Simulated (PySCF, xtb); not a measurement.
BF, SMILES [B]F (connectivity only; charge and spin as stated), charge +1, multiplicity 2.

Geometry optimised at B3LYP-D3(BJ)/def2-TZVPD.

Level of theory: C-PCM-PBE0/def2-TZVPD in PySCF 2.14.0.

The values are the electrostatic part of the solvation free energy, E(continuum) − E(gas) at the gas-phase geometry, in a cavity of scaled van der Waals radii (PySCF's table); cavitation and dispersion terms are not included.

Q: Estimate the values in water (ε = 78.36), 2-propanol (ε = 19.26), ethylethanoate (ε = 5.99). (Estimate from the structure and the level; the computed values follow.)

A: 
| solvent | ε | ΔG(elec) (kcal/mol) |
|---|---|---|
| water | 78.36 | -70.0 |
| 2-propanol | 19.26 | -67.3 |
| ethylethanoate | 5.99 | -59.1 |

For comparison, GFN2-xTB/ALPB(water) (xtb, at the GFN2-xTB geometry, all terms of that model) gives -69.8 kcal/mol.
